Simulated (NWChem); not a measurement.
Molecule: CH₄F₂O₂Si; SMILES FC[Si](O)(F)O

```xyz
10

O     -1.2317     0.5050     1.1202
Si     0.0186     0.3923     0.0572
O      1.1998     1.4338     0.5062
F     -0.5560     0.7590    -1.4142
C      0.7932    -1.3110    -0.0316
F     -0.1932    -2.2403    -0.3134
H     -2.0629     0.0846     0.8806
H      0.9437     2.3197     0.7795
H      1.2737    -1.5706     0.9279
H      1.5733    -1.3594    -0.8115
```
Atoms are numbered in this order, from 1.

All runs: NWChem. Pople sets run with spherical d functions. All runs use the structure optimised with PBE0/def2-SVP. Atomic charges in e: unrestrained fits to the electrostatic potential beside Mulliken populations; buried atoms are poorly determined by the fit.

Question: What does the run give for Hartree-Fock/6-31G*? Quantities: ESP O1; Mulliken O1; ESP Si2; Mulliken Si2; ESP O3; Mulliken O3; ESP F4; Mulliken F4; ESP C5; Mulliken C5; relative RMS misfit of the potential (%).

Answer: 
```
Item                                      Value
----------------------------------------  -----
ESP O1                                    -0.82
Mulliken O1                               -0.89
ESP Si2                                    1.29
Mulliken Si2                               1.55
ESP O3                                    -0.86
Mulliken O3                               -0.88
ESP F4                                    -0.43
Mulliken F4                               -0.53
ESP C5                                     0.01
Mulliken C5                               -0.15
relative RMS misfit of the potential (%)     16
```
